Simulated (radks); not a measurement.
Species: the osmium ion Os44+. Configuration: [Ar] 3d10 4s2 4p2. All-electron calculation, Dirac Kohn-Sham, relativistic LDA (MacDonald-Vosko exchange, VWN5 correlation), spin-unpolarised, spherical densities, finite nucleus; open shells fill j = l - 1/2 first; Fermi nuclear charge, rms radius 5.4126 fm. Program: a radial shooting solver on a logarithmic mesh with Libxc functionals.

Spin-orbit splittings of the eigenvalues, e(l+1/2) - e(l-1/2), with zeta = 2 splitting/(2l+1) and mean radii in bohr:

| shell | occ. | splitting (eV) | zeta (eV) | <r> j=l-1/2 | <r> j=l+1/2 |
|---|---|---|---|---|---|
| 2p | 6 | 1516 | 1011 | 0.06143 | 0.06954 |
| 3p | 6 | 343.8 | 229.2 | 0.1807 | 0.1948 |
| 3d | 10 | 75.96 | 30.39 | 0.1693 | 0.1736 |
| 4p | 2 | 114.2 | 76.14 | 0.3770 | 0.3970 |
